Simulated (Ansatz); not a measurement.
Cost and result for the atomization energy of C₂H₇BClN, SMILES `CCB(N)Cl` (12 atoms, 11 bonds).

Cartesian coordinates in Å:
```
C -0.580 1.472 -0.580
C -0.709 0.171 0.213
B 0.403 -0.889 -0.105
N 1.211 -1.472 0.862
Cl 0.662 -1.406 -1.795
H -1.396 2.161 -0.350
H 0.359 1.984 -0.354
H -0.596 1.278 -1.654
H -1.679 -0.289 -0.013
H -0.722 0.388 1.288
H 1.912 -2.161 0.651
H 1.135 -1.237 1.837
```

The species carries charge 0 and has multiplicity 1. The geometry is a stationary point of PBE0-D4/def2-TZVP. It is one conformer, not always the lowest. Program: Ansatz. All runs use 4 threads of an AMD EPYC 9R45 on a shared host. Times are those of one run each, without the atoms' runs, and a repeat can differ threefold. Electronic energies, without spin–orbit coupling; frozen cores. CCSD(T)/CBS adds CCSD(T) − MP2 in def2-TZVPP to the MP2 limit, and its time is that of the two runs behind it. T1 = 0.010. B3LYP takes the VWN-RPA correlation (the form of Gaussian; ORCA's B3LYP/G).

CCSD(T)/CBS is a level of theory with its own doubt, some kJ/mol a heavy atom from the limit and from the frozen cores, so smaller differences don't rank the functionals.

```json
{"level": "BLYP-D4/def2-TZVPP", "functions": "264", "wall time": "0.8 s", "atomization (kcal/mol)": "1113.2", "difference from CCSD(T)/CBS": "0.7", "per bond": "0.1"}
{"level": "PBE0-D4/def2-TZVPP", "functions": "264", "wall time": "1.1 s", "atomization (kcal/mol)": "1123.4", "difference from CCSD(T)/CBS": "10.9", "per bond": "1.0"}
{"level": "BHLYP-D4/def2-TZVPP", "functions": "264", "wall time": "1.1 s", "atomization (kcal/mol)": "1091.4", "difference from CCSD(T)/CBS": "-21.1", "per bond": "-1.9"}
{"level": "CAM-B3LYP-D4/def2-TZVPP", "functions": "264", "wall time": "1.4 s", "atomization (kcal/mol)": "1122.1", "difference from CCSD(T)/CBS": "9.6", "per bond": "0.9"}
{"level": "r2SCAN-D4/def2-TZVPP (with forces)", "functions": "264", "wall time": "1.6 s", "atomization (kcal/mol)": "1118.9", "difference from CCSD(T)/CBS": "6.4", "per bond": "0.6"}
{"level": "B3LYP-D4/def2-TZVPP (with forces)", "functions": "264", "wall time": "1.6 s", "atomization (kcal/mol)": "1117.8", "difference from CCSD(T)/CBS": "5.3", "per bond": "0.5"}
{"level": "CCSD(T)/def2-SVP", "functions": "109", "wall time": "1.7 s", "atomization (kcal/mol)": "1064.2", "difference from CCSD(T)/CBS": "-48.3", "per bond": "-4.4"}
{"level": "PBE-QIDH/def2-TZVPP", "functions": "264", "wall time": "2 s", "atomization (kcal/mol)": "1113.6", "difference from CCSD(T)/CBS": "1.1", "per bond": "0.1"}
{"level": "ωB97X-V/def2-TZVPP", "functions": "264", "wall time": "2.6 s", "atomization (kcal/mol)": "1117.6", "difference from CCSD(T)/CBS": "5.1", "per bond": "0.5"}
{"level": "ωB97M-V/def2-TZVPP (with forces)", "functions": "264", "wall time": "3.6 s", "atomization (kcal/mol)": "1121.3", "difference from CCSD(T)/CBS": "8.8", "per bond": "0.8"}
{"level": "MP2/def2-QZVPP", "functions": "508", "wall time": "8 s", "atomization (kcal/mol)": "1118.5", "difference from CCSD(T)/CBS": "6.0", "per bond": "0.5"}
{"level": "CCSD(T)/def2-TZVPP", "functions": "264", "wall time": "46 s", "atomization (kcal/mol)": "1086.2", "difference from CCSD(T)/CBS": "-26.3", "per bond": "-2.4"}
{"level": "CCSD(T)/CBS(def2)", "functions": "–", "wall time": "54 s", "atomization (kcal/mol)": "1112.5", "difference from CCSD(T)/CBS": "0.0", "per bond": "0.0"}
```

Leaving LDA and LC-ωPBE aside and taking each functional with its dispersion term where it has one, the values, not all of them listed here, spread over 47.1 kcal/mol, from BHLYP-D4 to PBE-D4. LDA lies +134.5 kcal/mol from PBE without D4, its usual overbinding. At CCSD(T), def2-SVP lies −48.4 kcal/mol from the extrapolated value and def2-TZVPP −26.3 kcal/mol: correlation converges slowly with the basis, and small sets miss more of it in the bonded molecule than in its fragments. From r2SCAN to r2SCAN0 (25 % exact exchange), in def2-TZVPP and without D4, the atomization energy moves by −12.2 kcal/mol: exact exchange takes away binding that semilocal exchange gives to molecules.
